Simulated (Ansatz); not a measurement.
Program: Ansatz 0.2.0.

A structure relaxed at PBE0-D4/def2-TZVP, charge 0, multiplicity 1:

```json
{"atom": "C1", "x (Å)": "-1.030", "y (Å)": "0.085", "z (Å)": "-1.464"}
{"atom": "N2", "x (Å)": "-0.210", "y (Å)": "0.681", "z (Å)": "-0.428"}
{"atom": "Al3", "x (Å)": "0.609", "y (Å)": "-0.157", "z (Å)": "0.887"}
{"atom": "O4", "x (Å)": "1.552", "y (Å)": "0.624", "z (Å)": "2.060"}
{"atom": "O5", "x (Å)": "0.431", "y (Å)": "-1.838", "z (Å)": "0.963"}
{"atom": "H6", "x (Å)": "-0.626", "y (Å)": "0.261", "z (Å)": "-2.468"}
{"atom": "H7", "x (Å)": "-2.060", "y (Å)": "0.460", "z (Å)": "-1.448"}
{"atom": "H8", "x (Å)": "-1.078", "y (Å)": "-0.997", "z (Å)": "-1.319"}
{"atom": "H9", "x (Å)": "-0.140", "y (Å)": "1.681", "z (Å)": "-0.526"}
{"atom": "H10", "x (Å)": "1.710", "y (Å)": "1.565", "z (Å)": "2.099"}
{"atom": "H11", "x (Å)": "0.842", "y (Å)": "-2.365", "z (Å)": "1.644"}
```

Give its formula and SMILES.

CH6AlNO2, `C[NH][Al]([OH])[OH]`.

Point group (tolerance 0.08 Å, 0.16 Å for H)?

Cs.

Summarise the bond lengths by kind.

1 × C–N 1.449 Å; 3 × C–H 1.092 to 1.097 Å; 1 × Al–N 1.761 Å; 1 × H–N 1.008 Å; 2 × Al–O 1.693 to 1.695 Å; 2 × H–O 0.954 to 0.955 Å.
